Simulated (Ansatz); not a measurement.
## What each rung costs, and what it gives

Saddle point of SiNH$_{6}$OF, closed shell (SiNH₅O ([NH2][SiH2][OH]) + HF → SiH₃OF ([OH][SiH2][F]) + NH₃; bonds formed: Si1–F7, N2–H6; bonds broken: Si1–N2, H6–F7), PBE0-D4/def2-TZVP structure:

```
10
angstrom
Si -0.5387 0.4615 -0.3922
N 0.2342 -1.1776 0.0178
H -1.0003 0.2115 -1.7886
H -1.7485 0.5999 0.4392
O 0.5477 1.6537 -0.6310
H 0.5513 -0.6953 0.9939
F 0.4254 0.4701 1.6112
H -0.4172 -1.9451 0.1311
H 0.9898 -1.4590 -0.5952
H 0.9564 1.8803 0.2140
```

Barriers are electronic and count from the start structure reached by relaxing down the imaginary mode.

Computed with Ansatz 0.2.0 (basis: as named in each row); correlated methods freeze the cores. B3LYP uses VWN-RPA correlation. Extrapolation: Hartree–Fock as exp(−7.88 √X), correlation as X^−2.97.

Times are rough, for one single point on 4 threads of a shared host (Intel Xeon).

The estimate by CCSD(T) at an estimated basis limit (MP2 extrapolated from triple and quadruple zeta, plus CCSD(T) − MP2 in triple zeta) is 15.73 kcal/mol.

```
      method       basis  time (s)  barrier (kcal/mol)  method less estimate
          HF      STO-3G   under 1               48.72                 33.00
      PBE-D4      STO-3G   under 1                7.73                 -8.00
       SPW92    def2-SVP   under 1                6.85                 -8.88
    B3LYP-D4       6-31G         1                6.67                 -9.05
      PBE-D4    def2-SVP         1               10.21                 -5.51
     PBE0-D4    def2-SVP         1               12.76                 -2.97
       SPW92  def2-TZVPP         3                8.85                 -6.88
     BLYP-D4  def2-TZVPP         3               13.97                 -1.76
      PBE-D4  def2-TZVPP         4               12.17                 -3.55
     PBE0-D4  def2-TZVPP         4               14.28                 -1.44
    BHLYP-D4  def2-TZVPP         4               17.26                  1.53
     wB97M-V    def2-SVP         4               12.63                 -3.10
    B3LYP-D4  def2-TZVPP         4               15.32                 -0.40
   r2SCAN-D4  def2-TZVPP         5               13.09                 -2.64
CAM-B3LYP-D4  def2-TZVPP         5               14.86                 -0.87
     CCSD(T)    def2-SVP         5               16.07                  0.34
  r2SCAN0-D4  def2-TZVPP         6               14.78                 -0.95
  RPA on PBE  def2-TZVPP         7               15.70                 -0.03
      B2PLYP  def2-TZVPP         8               15.49                 -0.24
    PBE-QIDH  def2-TZVPP         8               15.33                 -0.40
      B97M-V  def2-TZVPP         9               14.63                 -1.10
     wB97X-V  def2-TZVPP        10               14.53                 -1.20
     wB97M-V  def2-TZVPP        10               14.17                 -1.56
         MP2  def2-QZVPP        31               15.44                 -0.28
     CCSD(T)  def2-TZVPP        95               16.10                  0.37
```

All methods are single points on the PBE0-D4 structures.

No T1 diagnostic of these runs exceeds 0.013.

Steps of this kind, hydrogen fluoride cutting a network bond, underlie vapour etching and the fluorination step of atomic layer etching.

Labels in which every atom is bracketed show which atoms are joined, not bond orders.
